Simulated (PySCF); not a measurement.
A structure optimised at B3LYP-D3(BJ)/def2-SVP, used in a PySCF frequency run:

```
C
C 1 1.3251
O 1 1.3745 2 124.62
H 3 0.9675 1 109.02 2 0.00
H 2 1.0875 1 140.39 3 0.00
C 1 1.5002 2 124.36 5 180.00
H 6 1.0972 1 111.18 2 0.00
H 6 1.1025 7 109.27 1 121.42
H 6 1.1025 7 109.27 8 117.16
```
Charge 0, spin multiplicity 2.

### Question
Write its SMILES, formula and point group.

### Answer
[CH]=C(C)O, C₃H₅O, Cs

### Question
What are its rotational constants (standard atomic weights)?

### Answer
10.860, 9.1706, 5.1326 GHz
